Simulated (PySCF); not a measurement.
Species: C6H13BO2.
Numbering: `[CH2:1]=[C:2]([CH2:3][CH3:4])[B:5]([O:6][CH3:7])[O:8][CH3:9]` (hydrogens: H10, H11 on C1; H12, H13 on C3; H14, H15, H16 on C4; H17, H18, H19 on C7; H20, H21, H22 on C9)

Computed with PySCF at PBE0/pcSseg-1, non-relativistic, on one gas-phase PBE0-D3(BJ)/def2-SVP geometry that isn't relaxed in the solvent. The solvent is an IEF-PCM continuum (Bondi radii, 1.10 Å for H, scaled by 1.2). Only the electrostatic response of the medium enters.

Gas phase at PBE0/pcSseg-1: HOMO -7.31 eV, LUMO -0.26 eV, dipole 1.34 D.

Task: What does the continuum do to the energy, the frontier levels and the dipole at PBE0/pcSseg-1 in dimethylsulfoxide?

Result: 
```json
{"solvent": "dimethylsulfoxide", "ε": "46.83", "E(solvent) − E(gas) (kcal/mol)": "-3.62", "polarisation term (kcal/mol)": "-4.05", "distortion of the solute (kcal/mol)": "0.43", "HOMO (eV)": "-7.40", "LUMO (eV)": "-0.34", "dipole (D)": "1.73"}
```

The polarisation term is half the interaction of the solute with the surface charges that it induces; the rest is the cost of distorting the solute's density. The sum is the electrostatic part of solvation alone.

Task: Which radius a makes the point-dipole formula ΔE = −[(ε − 1)/(2ε + 1)]·μ²/a³ give the value in dimethylsulfoxide, with the gas-phase dipole?

Result: μ = 0.526 au and |ΔE| = 0.00577 Eh give a = 1.51 Å; the farthest nucleus lies 3.75 Å from the centroid of the nuclei, so such a sphere wouldn't even hold the nuclei. The formula assumes a rigid point dipole at the centre of a sphere.

Task: Which Hirshfeld charges (PBE0/pcSseg-1) respond most in dimethylsulfoxide (means over atoms taken as equivalent)?

Result: 
| atoms | environment | gas (e) | solvent (e) | change |
| --- | --- | --- | --- | --- |
| O6/O8 | boron-bound oxygen | -0.170 | -0.179 | -0.009 |
| H11 | vinylic hydrogen | +0.039 | +0.046 | +0.007 |
| C2 | fully substituted alkene carbon | -0.062 | -0.068 | -0.006 |
| B5 | three-coordinate boron | +0.235 | +0.230 | -0.005 |
| H10 | vinylic hydrogen | +0.040 | +0.045 | +0.005 |
| H17 (×6) | methyl hydrogen | +0.042 | +0.046 | +0.004 |
| C3 | allylic carbon | -0.068 | -0.072 | -0.004 |
| C4 | methyl carbon | -0.116 | -0.117 | -0.001 |
| H14/H15/H16 | methyl hydrogen | +0.036 | +0.037 | +0.001 |
| C7/C9 | methoxy carbon | -0.032 | -0.033 | -0.001 |
| C1 | terminal =CH2 carbon | -0.097 | -0.098 | -0.001 |
| H12/H13 | methylene hydrogen | +0.037 | +0.036 | -0.001 |

Task: Which Mayer bond orders change most in dimethylsulfoxide?

Result: 
```tsv
bond	length (Å)	gas	solvent	change
O8–C9	1.399	0.895	0.881	-0.014
O6–C7	1.404	0.899	0.887	-0.012
B5–O8	1.361	1.153	1.161	+0.008
C2–C3	1.507	1.030	1.024	-0.006
B5–O6	1.361	1.163	1.159	-0.004
C2–B5	1.577	0.859	0.862	+0.003
C1–H11	1.094	0.949	0.946	-0.003
C1–H10	1.097	0.948	0.946	-0.002
```

Task: How do the nuclear quadrupole coupling constants eQVzz/h respond in dimethylsulfoxide?

Result: 
```csv
nucleus,Q (barn),gas (MHz),solvent (MHz),η gas,η solvent
11B at B5,0.04059,3.10,3.11,0.41,0.40
17O at O6,-0.0256,-9.69,-9.52,0.05,0.06
17O at O8,-0.0256,-9.84,-9.61,0.05,0.05
```

Conformer computed: `[CH2:1]=[C:2]([CH2:3][CH3:4])[B:5]([O:6][CH3:7])[O:8][CH3:9]`: C1–C2–C3–C4 121°, C1–C2–B5–O6 142°, C2–B5–O6–C7 180°, C2–B5–O8–C9 -5°.
